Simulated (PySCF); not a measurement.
Sc⁺: ionisation energy

Sc⁺ [Ar] 3d1 4s1 (3D) → Sc²⁺ [Ar] 3d1 (2D), as a difference of total energies. Calculation: PySCF 2.14, in cc-pVDZ (6s5p3d1f, 43 functions); the non-relativistic Hamiltonian (point nucleus). Correlated levels: valence: [Ar] frozen. The calculations carry no spin-orbit coupling.

```csv
method,ionisation energy (eV)
UHF,12.167
MN15,12.526
TPSS,12.752
MP2 (valence),12.232
SCS-MP2 (valence),12.189
```

**Question.** How much does correlation contribute at MP2 (valence)?

**Answer.** 12.232 − (12.167) = 0.065 eV, measured against UHF.

These non-relativistic numbers lack the scalar-relativistic shift.

The reference lies between the lowest fine-structure levels, while these numbers refer to the centres of the terms.

Errors of the correlated levels include the incompleteness of this basis and the frozen core.

For comparison: 12.800 eV (measured; NIST Atomic Spectra Database, ionization energies).
